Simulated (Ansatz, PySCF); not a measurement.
Spin states of F2OW (SMILES [O]=[W]([F])[F]), each relaxed with B3LYP-D3(BJ)/def2-TZVP.
State 1 (charge 0, multiplicity 1):
```xyz
4

W     -0.067     0.036    -0.001
O      1.474    -0.513    -0.386
F     -0.591    -0.414     1.708
F     -0.873     0.959    -1.377
```
State 2 (charge 0, multiplicity 3):
```tsv
atom	x (Å)	y (Å)	z (Å)
W	0.0497	-0.0061	-0.0300
O	1.6026	-0.5576	-0.4173
F	-0.7209	-0.3390	1.6665
F	-0.9894	0.9697	-1.2753
```

| level | energy of the multiplicity-3 state less that of the multiplicity-1 state (kcal/mol) | cost |
|---|---|---|
| r2SCAN/def2-TZVPP | 0.48 | ×2 |
| r2SCAN-D3(BJ)/def2-TZVPP | 0.48 | ×2 |
| r2SCAN-D4/def2-TZVPP | 0.48 | ×2 |
| B3LYP/def2-TZVPP | 5.13 | ×1 |
| B3LYP-D3(BJ)/def2-TZVPP | 5.16 | ×1 |
| PBE0-D4/def2-TZVPP | 0.88 | ×1 |
| BHLYP/def2-TZVPP | 0.69 | ×1 |
| BHLYP-D4/def2-TZVPP | 0.72 | ×1 |
| CAM-B3LYP-D3(BJ)/def2-TZVPP | 4.23 | ×1 |
| wB97M-V/def2-TZVPP | 5.34 | ×3 |
| B2PLYP-D4/def2-TZVPP | 6.56 | ×2 |
| CCSD/def2-TZVPP | 3.18 | - |
| CCSD(T)/def2-TZVPP | 6.87 | ×50 |
| CCSD(T)/CBS(def2-SVP, def2-TZVPP) | 6.37 | ×60 |

The rows run from 0.48 (r2SCAN/def2-TZVPP) to 6.87 kcal/mol (CCSD(T)/def2-TZVPP). The dispersion term adds 0.00 in r2SCAN-D3(BJ), 0.00 in r2SCAN-D4, 0.03 in B3LYP-D3(BJ). The 4 functionals in def2-TZVPP without D3 or D4 span 4.86, from r2SCAN to wB97M-V.

Singlets are restricted, other states unrestricted; no spin–orbit coupling, no relativity up to Kr; see below for the cores. The largest T1 diagnostic is 0.029.

Correlated levels freeze the inner cores; with def2 sets outer-core shells near the valence are correlated too. CBS: X⁻³ extrapolation of the correlation energy, Hartree–Fock from the larger set.

Doubts at one or more of the structures used: a restricted determinant that unrestricted orbitals would lower (B2PLYP-D4/def2-TZVPP, CCSD/def2-TZVPP, CCSD(T)/def2-TZVPP, CCSD(T)/CBS(def2-SVP, def2-TZVPP)).

The values were computed with Ansatz (Gaussian basis) for Hartree–Fock, density functionals and correlated methods; PySCF for the dispersion terms. Values without a source in brackets are computed. In def2 rows elements past Kr take small-core potentials, without spin–orbit coupling.

Costs are rough ratios of core time to PBE/def2-TZVPP (about 8 s over the structures, on one shared machine); a dash marks a level with no comparable run of its own.

Ansatz is a first-principles code.
